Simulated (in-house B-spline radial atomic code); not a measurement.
Relativistic effects in neutral zinc, [Ar] 3d10 4s2: non-relativistic Hartree-Fock (point nucleus) against Dirac-Hartree-Fock (Fermi nucleus of rms radius 3.9283 fm), both averages of the configuration, computed with a B-spline radial code for spherical atoms.

```tsv
orbital	ε NR (Eh)	ε Dirac (Eh)	<r> NR (bohr)	<r> Dirac (bohr)	change of <r> (%)
1s1/2	-353.3	-357.75	0.05108	0.05028	-1.6
2s1/2	-44.362	-45.346	0.2288	0.225	-1.7
2p1/2	-38.925	-39.74	0.1995	0.1958	-1.9
2p3/2	-38.925	-38.851	0.1995	0.1991	-0.2
3s1/2	-5.6378	?	0.6906	?	?
3p1/2	-3.8394	-3.9578	0.7198	0.7085	-1.6
3p3/2	-3.8394	-3.8372	0.7198	0.7186	-0.2
3d3/2	-0.78254	-0.7709	0.8749	0.8755	+0.1
3d5/2	-0.78254	?	0.8749	?	?
4s1/2	-0.29251	-0.29863	2.898	2.848	-1.7
```

(1) What happens to 3d5/2?

(2) What happens to 3s1/2?

(3) What explains the pattern of contraction and expansion?

(4) By how much does the total energy change?

Results:

(1) Its energy goes to -0.75473 hartree and <r> to 0.8832 bohr (+0.95 %).

(2) Its energy goes to -5.8 hartree and <r> to 0.6805 bohr (-1.47 %).

(3) Expansion is seen in 3d3/2, 3d5/2. The s and p1/2 orbitals contract directly, screen the nucleus better, and so push out orbitals that have little density near the nucleus; spin-orbit coupling adds to this for j = l + 1/2 and opposes it for j = l - 1/2.

(4) By -16.765 hartree, from -1777.848 to -1794.613.
